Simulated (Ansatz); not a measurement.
The cluster Be₂O₃⁻: single points at one geometry.

```yaml
crystal:
  periodic: [false, false, false]
  atoms:
    - {symbol: Be, position_ang: [0.067521, -1.419864, -0.203299]}
    - {symbol: Be, position_ang: [-0.066504, 1.420038, 0.202458]}
    - {symbol: O, position_ang: [0.130966, -2.831941, -0.404556]}
    - {symbol: O, position_ang: [-0.136013, 2.831595, 0.405289]}
    - {symbol: O, position_ang: [0.004030, 0.000171, 0.000118]}
basis:
  gaussian: {orbitals: def2-SVPD, initial_orbitals: start.molden}
total_charge: -1
magnetization: {spin_polarized: true, initial_magnetization: 1}
hamiltonian: {xc: pbe0, dispersion: d4}
scf: {omitted_lower_state_checks: [starts]}
output: {orbitals: {seedname: orbitals}}
```

The file start.molden holds the orbitals of an earlier run on this structure, at another level or in another basis.

```sh
$ ansatz run in.yaml --threads 4 --pin off --events-out ev --progress --plain --max-ram 3916MiB
```

Output, abridged:

```
Functional definition: PBE0
859 factors; their error is unknown
mean field evaluation 1: about -6934.9366 eV, gradient 6.1e0 eV
mean field evaluation 2: about -6935.0663 eV, gradient 8.4e-2 eV
mean field evaluation 4: about -6935.0835 eV, gradient 1.4e-4 eV
mean field evaluation 8: about -6935.0835 eV, gradient 1.3e-5 eV
mean field -6935.08346314 eV, -254.8596165019 hartree, gradient 3.2e-6 eV, S^2 0.778919; 0 other end points of the search recorded, 0 dependent functions left out
reference -6935.08351219 eV, -254.8596183046 hartree; 17, 16 occupied and 76, 77 virtual orbitals, 859 factors
Total energy: -6935.15380786 eV, -254.8622016227 hartree
Checks for a lower state left out: starts
```

Hardware: 4 threads of Arm Neoverse V2 on a shared host. Wall time 5.5 s.

As the first input, with `gaussian: {orbitals: def2-TZVPD, initial_orbitals: start.molden}`, `hamiltonian: {xc: {name: CAM-B3LYP}, dispersion: d4}` (abridged; 11 s):

```
Functional definition: CAM-B3LYP
mean field -6948.41563148 eV, -255.3495646516 hartree, gradient 5.5e-6 eV, S^2 0.787190
Total energy: -6948.48666728 eV, -255.3521751690 hartree
Checks for a lower state left out: starts
```

First input, but with `gaussian: {orbitals: def2-TZVPD, initial_orbitals: start.molden}`, `hamiltonian: {xc: {text: "exchange = 0.95*pbe_x + 0.05*exact_x\ncorrelation = pbe_c"}}` (abridged; 8.5 s):

```
Functional definition: unnamed
mean field -6943.39687967 eV, -255.1651289243 hartree, gradient 6.3e-6 eV, S^2 0.760692
Total energy: -6943.39692941 eV, -255.1651307524 hartree
Checks for a lower state left out: starts
```

First input, but with `gaussian: {orbitals: def2-TZVPD, initial_orbitals: start.molden}` (abridged; 9 s):

```
Functional definition: PBE0
mean field evaluation 16: about -6942.8551 eV, gradient 2.6e-6 eV
mean field -6942.85508647 eV, -255.1452183915 hartree, gradient 2.6e-6 eV, S^2 0.779571
Total energy: -6942.92542248 eV, -255.1478031923 hartree
Checks for a lower state left out: starts
```

As the first input, with `gaussian: {orbitals: def2-TZVPD, initial_orbitals: start.molden}`, `hamiltonian: {xc: {name: PBE-QIDH}}` and without the key `output` (abridged; 39 s):

```
Functional definition: PBE-QIDH
mean field evaluation 16: about -6933.2777 eV, gradient 2.5e-9 eV
mean field evaluation 32: about -6933.2777 eV, gradient 2.1e-4 eV
mean field -6933.27768346 eV, -254.7932553227 hartree, gradient 3.9e-9 eV, S^2 0.755040
3 core orbitals not correlated: weight in the atoms' cores, before any rotation towards them, 1.000 or more for the frozen orbitals, at most 0.000 for the correlated occupied ones
second order -25.30601068 eV of doubles, -0.00000000 eV of singles
Total energy: -6941.71303884 eV, -255.1032489152 hartree
Checks for a lower state left out: starts
```

The first input with `gaussian: {orbitals: def2-TZVPD, initial_orbitals: start.molden}`, `hamiltonian: {xc: {text: "exchange = 0.50*pbe_x + 0.50*exact_x\ncorrelation = pbe_c"}}` (abridged; 16 s):

```
Functional definition: unnamed
mean field evaluation 16: about -6942.4361 eV, gradient 8.1e-5 eV
mean field -6942.43614136 eV, -255.1298224428 hartree, gradient 7.9e-6 eV, S^2 0.761122
Total energy: -6942.43617098 eV, -255.1298235313 hartree
Checks for a lower state left out: starts
```

The first input with `gaussian: {orbitals: 6-31G}`, `hamiltonian: {xc: {name: B3LYP}, dispersion: d4}` (abridged; 5.5 s):

```
Functional definition: B3LYP
mean field evaluation 16: about -6947.3160 eV, gradient 5.2e-4 eV
mean field evaluation 32: about -6947.3160 eV, gradient 2.4e-4 eV
mean field -6947.31597533 eV, -255.3091530335 hartree, gradient 1.8e-7 eV, S^2 0.773800
Total energy: -6947.44964677 eV, -255.3140653683 hartree
Checks for a lower state left out: starts
```

Geometry: r2SCAN-D4/def2-TZVPD.

B3LYP takes the VWN-RPA correlation. Correlated methods freeze 3 core orbitals. The structure comes from a short search, and lower isomers may exist.
